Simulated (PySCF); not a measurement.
C₆H₅FO.
Z-matrix (Å and degrees, PBE0-D3(BJ)/def2-SVP geometry), rows numbered from 1:
```
O 
C   1  1.3471
C   2  1.4005  1  117.91
C   3  1.3902  2  119.54  1  -179.96
C   4  1.3959  3  121.43  2    -0.02
C   5  1.3883  4  117.86  3    -0.02
F   6  1.3323  5  119.43  4   179.97
C   6  1.3901  5  122.29  4     0.03
H   1  0.9630  2  109.57  3  -179.96
H   3  1.0908  2  118.75  1     0.05
H   4  1.0923  3  119.27  2   179.97
H   5  1.0903  4  122.31  3   179.95
H   8  1.0926  2  121.83  1    -0.03
```

Level: B3LYP/def2-SVPD in PySCF, non-relativistic, on one gas-phase PBE0-D3(BJ)/def2-SVP geometry that isn't relaxed in the solvent. The solvent is an IEF-PCM continuum (Bondi radii, 1.10 Å for H, scaled by 1.2), and excitations are vertical TDDFT with non-equilibrium linear response and a frozen core. Specific hydrogen bonds and non-electrostatic terms are outside this model.

```json
{"run": "gas", "E − E(gas) (kcal/mol)": "0.00", "HOMO (eV)": "-6.58", "HOMO–LUMO gap (eV)": "5.90", "dipole (D)": "0.84", "lowest singlet (eV)": "5.09", "static polarisability (au)": "73.7"}
{"run": "P", "E − E(gas) (kcal/mol)": "-2.35", "HOMO (eV)": "-6.54", "HOMO–LUMO gap (eV)": "5.91", "dipole (D)": "0.95", "lowest singlet (eV)": "5.08", "static polarisability (au)": "83.7"}
{"run": "Q", "E − E(gas) (kcal/mol)": "-4.36", "HOMO (eV)": "-6.52", "HOMO–LUMO gap (eV)": "5.93", "dipole (D)": "1.06", "lowest singlet (eV)": "5.09", "static polarisability (au)": "93.1"}
```

**Question.** The runs were made in chloroform and cyclohexane. Which run belongs to which solvent?

**Answer.** P = cyclohexane, Q = chloroform. The dielectric constants are 2.017 (cyclohexane), 4.711 (chloroform), and the energy falls further as ε rises. The optical constants n² used for the excitations are 2.04, 2.09 in the same order. In this model the ground state sees the solvent through ε alone.

**Question.** How constant is the ratio of the lowering to (ε − 1)/(2ε + 1)?

**Answer.** 
| solvent | (ε − 1)/(2ε + 1) | E − E(gas) (kcal/mol) | ratio (kcal/mol) | polarisation term (kcal/mol) |
| --- | --- | --- | --- | --- |
| cyclohexane | 0.202 | -2.35 | -11.7 | -2.48 |
| chloroform | 0.356 | -4.36 | -12.3 | -4.82 |

The ratio changes by +5.2 % in size from cyclohexane to chloroform. The polarisation term is half the interaction of the solute with the induced surface charges.

Rough CPU time on one thread of a shared machine: about 40 s. This is the whole response run at B3LYP/def2-SVPD in chloroform, SCF included.
